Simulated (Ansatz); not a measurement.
Relaxation of Cl2FGe2H5 (10 atoms, charge 0, multiplicity 1), to a largest force component of 0.03 eV/Å in at most 50 steps.

The calculation used RHF/def2-SVP (Ansatz 0.2.0).

```xyz
10
Properties=species:S:1:pos:R:3
Ge -0.083 0.023 -0.065
H 0.126 0.087 1.461
Cl 1.854 0.308 -0.973
F -0.966 1.456 -0.455
Ge -1.260 -1.921 -0.980
H -2.073 -2.564 0.146
H -2.191 -1.429 -2.088
H -0.223 -2.897 -1.528
Cl 1.226 -2.540 1.796
H 0.963 -1.354 2.311
```

Problem. Where does it end, and by what steps?

Solution. The forces met the threshold. The force dipped under the threshold on the way, but the program's further checks kept it going. After 13 steps the energy has fallen by 0.219 eV; H10 moved furthest, 1.14 Å.

| step | energy less start (eV) | largest force component (eV/Å) | accepted |
| --- | --- | --- | --- |
| 0 | 0.0000 | 1.544 | yes |
| 1 | -0.1336 | 0.613 | yes |
| 2 | -0.1624 | 0.634 | yes |
| 3 | -0.1919 | 0.154 | yes |
| 4 | -0.2019 | 0.062 | yes |
| 5 | -0.2076 | 0.075 | yes |
| 6 | -0.2126 | 0.061 | yes |
| 7 | -0.2041 | 0.410 | no |
| 8 | -0.2153 | 0.043 | yes |
| 9 | -0.2164 | 0.123 | yes |
| 10 | -0.2176 | 0.066 | yes |
| 11 | -0.2187 | 0.015 | yes |
| 12 | -0.2192 | 0.036 | yes |
| 13 | -0.2194 | 0.029 | yes |

```xyz
10
Properties=species:S:1:pos:R:3
Ge -0.214 0.178 -0.168
H 0.091 0.323 1.318
Cl 1.621 0.549 -1.253
F -1.244 1.513 -0.550
Ge -1.297 -1.844 -1.022
H -2.438 -2.240 -0.078
H -1.852 -1.521 -2.412
H -0.264 -2.968 -1.109
Cl 1.294 -2.810 1.991
H 1.675 -2.012 2.906
```

Whether the end is a true minimum wasn't checked by a vibrational analysis.

Run time: 33 s on 4 threads of Arm Neoverse V1, with other jobs on the host, peak memory 0.41 GiB.
